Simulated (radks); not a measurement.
Values are calculated unless marked as measured or tabulated.
Cr17+, 7 electrons, occupied as [He] 2s2 2p3 (the NIST ground configuration).

Code: a radial shooting solver on a logarithmic mesh with Libxc functionals. Model: scalar-relativistic Kohn-Sham, BLYP, spin-polarised, spherical densities, finite nucleus; open shells are filled with parallel spins first; Fermi nuclear charge, rms radius 3.6452 fm.

Energy parts (eV):
| part | energy |
|---|---|
| total | -22930.197 |
| kinetic | 23216.942 |
| electron-nucleus | -48729.736 |
| Hartree | 3370.708 |
| exchange-correlation | -788.111 |

Orbitals (lengths in bohr, moments of r in powers of bohr; <r^-3> diverges for s and p1/2):
\begin{tabular}{lrrrrrr}
orbital & occ. & eigenvalue (eV) & <r^2> & <1/r> & <r^-3> & <r^4> \\ \hline
1s up & 1 & -6688.712 & 0.005399 & 23.92 & - & 0.00007465 \\
1s down & 1 & -6674.798 & 0.005376 & 23.96 & - & 0.00007397 \\
2s up & 1 & -1337.563 & 0.08851 & 5.421 & - & 0.01319 \\
2s down & 1 & -1312.488 & 0.08994 & 5.364 & - & 0.01366 \\
2p up & 3 & -1256.553 & 0.06886 & 5.318 & 427.1 & 0.009181 \\
2p down & 0 & -1226.691 & 0.07040 & 5.275 & 420.5 & 0.009643 \\
\end{tabular}

The highest occupied level is 2p up at -1256.6 eV. Spin moment in Bohr magnetons: 3. The spin density at the nucleus is -3.62 e/bohr^3 (1s -16.48, 2s 12.86). The density falls to 0.001 e/bohr^3 at r = 0.88 bohr. Summed over all electrons, <r^2> = 0.3958 bohr^2, which gives a Langevin (diamagnetic) susceptibility term of -0.313 x 10^-6 cm^3/mol.
